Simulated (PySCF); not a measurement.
Distorted geometries of [La(H2O)5]3+

[La(H2O)5]3+ (singlet). PySCF 2.14.0, RKS PBE, La lcecp-1-SVP with ECP46, O def2-SVP, H def2-SVP; non-relativistic Hamiltonian with scalar-relativistic core potentials where named; density fitting; no spin-orbit coupling. Relaxed geometry:

```xyz
16

La    0.0022    0.0000    0.0000
O    -0.4679   -0.0454    2.4449
H    -0.5522    0.7189    3.0661
H    -0.6389   -0.8263    3.0268
O    -0.4679    0.0454   -2.4449
H    -0.5522   -0.7189   -3.0661
H    -0.6389    0.8263   -3.0268
O     2.4559    0.0000    0.0000
H     3.0701    0.0014    0.7766
H     3.0701   -0.0014   -0.7766
O    -0.9164    2.3032    0.0409
H    -0.4235    3.1615    0.0237
H    -1.8638    2.5866    0.0817
O    -0.9164   -2.3032   -0.0409
H    -1.8638   -2.5866   -0.0817
H    -0.4235   -3.1615   -0.0237
```

Question: Order these distorted geometries by energy above the relaxed one, lowest first.
A.
```xyz
16

La   -0.0264    0.0456   -0.1192
O    -0.4911    0.0196    2.4030
H    -0.6077    0.6806    3.1043
H    -0.6753   -0.8751    2.9851
O    -0.4150    0.0955   -2.4617
H    -0.5870   -0.7387   -3.1117
H    -0.6133    0.8510   -3.0498
O     2.5530   -0.0518   -0.0595
H     3.1643    0.0409    0.7956
H     3.0539   -0.0384   -0.7045
O    -0.8937    2.3646    0.0168
H    -0.5516    3.1896    0.1815
H    -1.8553    2.5104    0.0321
O    -0.9300   -2.3150   -0.0158
H    -1.8646   -2.5893   -0.0417
H    -0.3872   -3.1896    0.0456
```
B.
```xyz
16

La   -0.0875   -0.0087    0.1146
O    -0.4261   -0.0563    2.3437
H    -0.5669    0.6490    3.1137
H    -0.6250   -0.7336    3.0372
O    -0.4439   -0.0312   -2.3583
H    -0.5586   -0.6464   -3.0712
H    -0.5358    0.8345   -3.0817
O     2.3733    0.0395   -0.0206
H     2.9621    0.0916    0.7771
H     3.1420   -0.1037   -0.7947
O    -0.8545    2.3414    0.0980
H    -0.4351    3.1014    0.0569
H    -2.0035    2.5623    0.0678
O    -0.9512   -2.2927   -0.0216
H    -1.8582   -2.6551   -0.2271
H    -0.2580   -3.0920   -0.0339
```
C.
```xyz
16

La   -0.0520   -0.1918   -0.0663
O    -0.5590    0.0331    2.3401
H    -0.3087    0.8995    2.9071
H    -0.6188   -1.0130    3.0402
O    -0.5211   -0.2470   -2.3674
H    -0.5325   -0.5740   -3.1573
H    -0.7386    0.8378   -3.0763
O     2.3828    0.0916    0.2046
H     3.3307    0.0826    0.8083
H     3.2191   -0.0563   -0.6985
O    -1.1475    2.2453    0.3060
H    -0.3539    3.2010   -0.1689
H    -1.7884    2.5066   -0.1314
O    -0.8037   -2.2805   -0.1831
H    -2.0089   -2.3996    0.0118
H    -0.6267   -3.1353    0.2313
```

Answer: A (1.80 eV), B (2.32 eV), C (8.73 eV).

Question: Which forces (eV/Å) act in the one that lies 1.80 eV up?

Answer: 
```
La    0.81  -0.28   1.22
O    -0.46  -3.33   0.92
H    -0.03   0.83   0.41
H     0.56   2.44  -1.75
O    -0.65  -2.60  -1.88
H     0.50   2.08   1.56
H    -0.04   0.52  -0.41
O    -8.29   0.15  13.42
H    -1.33  -0.28  -2.07
H     8.99   0.18 -11.36
O    -1.45  -4.56  -0.78
H     2.08   4.36   0.80
H    -0.78   0.21  -0.03
O     1.67  -0.66   0.05
H    -0.56  -0.38   0.01
H    -1.02   1.31  -0.11
```
Forces carry noise of the integration grid, about 0.01 to 0.03 eV/Å.
